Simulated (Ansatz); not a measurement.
`OB[TeH]` + PH₃ → `P[TeH]` + `BO`  (ligand exchange at a Te–B bond)

Program: Ansatz. Geometries: PBE0-D4/def2-TZVP. ΔE: electronic, gas phase. CBS: MP2 limit from def2 TZ/QZ plus the TZ coupled-cluster correction, frozen cores. This one scheme is used for every species. DFT in def2-TZVPP. HSE06 is defined as in plane-wave codes. def2 core potentials past Kr. For Te outer-core shells are correlated without core-valence functions, which leaves a few kJ/mol of doubt a bond. Each species was taken in one conformer, which may not be the lowest.

Q: Is it downhill or uphill in electronic energy at CCSD(T)/CBS, and by how much? (Best estimate.)

A: The calculation gave: Uphill: ΔE = +4.6 kcal/mol.

Q: What do these levels give: r2SCANh-D4, r2SCAN0-D4, BHLYP-D4, r2SCAN, r2SCAN0, HSE06, BHLYP, HF/def2-TZVPP, SCS-MP2/def2-TZVPP, CCSD/def2-TZVPP, CCSD(T)/def2-TZVPP, CCSD/CBS(def2)? (Best estimate.)

A: Ansatz gave: r2SCANh-D4 5.5, r2SCAN0-D4 5.2, BHLYP-D4 3.3, r2SCAN 5.7, r2SCAN0 5.2, HSE06 4.8, BHLYP 3.8, HF/def2-TZVPP 3.4, SCS-MP2/def2-TZVPP 5.0, CCSD/def2-TZVPP 5.8, CCSD(T)/def2-TZVPP 6.1, CCSD/CBS(def2) 4.3 kcal/mol.

Largest T1 diagnostic among the species: 0.014.

Leaving LDA and LC-ωPBE aside and taking each functional with its dispersion term where it has one, the values, not all of them listed here, spread over 2.3 kcal/mol, from BHLYP-D4 to r2SCAN-D4. LDA lies +2.0 kcal/mol from PBE without D4. In def2-TZVPP, CCSD(T) changes the Hartree–Fock value by +2.6 kcal/mol (the triples alone add +0.3 kcal/mol) and MP2 by +2.3 kcal/mol.
